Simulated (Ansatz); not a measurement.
Cartesian coordinates (Å):
```xyz
8

N      1.9364     0.0823     0.4274
C      0.8470    -0.1189    -0.1073
C     -0.3343    -0.4171    -0.5938
N     -1.5389     0.2959    -0.3235
H      2.5049     0.8037    -0.0270
H     -0.3944    -1.1930    -1.3493
H     -2.2490    -0.3277     0.0472
H     -1.3848     1.0287     0.3586
```
Charge 0, spin multiplicity 1.

Level of theory: Ansatz (a program for electronic structure) with frozen-core CCSD(T)/cc-pVTZ // r2SCAN-D4/def2-TZVP.

```yaml
HF energy: -186.96210 Ha
MP2 correlation energy: -0.72396 Ha
```

Q: Estimate the CCSD correlation energy, the (T) correction, the total energy and the T1 diagnostic.

A: 
The CCSD correlation energy is -0.74400 Ha. The (T) correction is -0.03537 Ha and the CCSD(T) total energy is -187.74148 Ha. The T1 diagnostic comes out as 0.014.
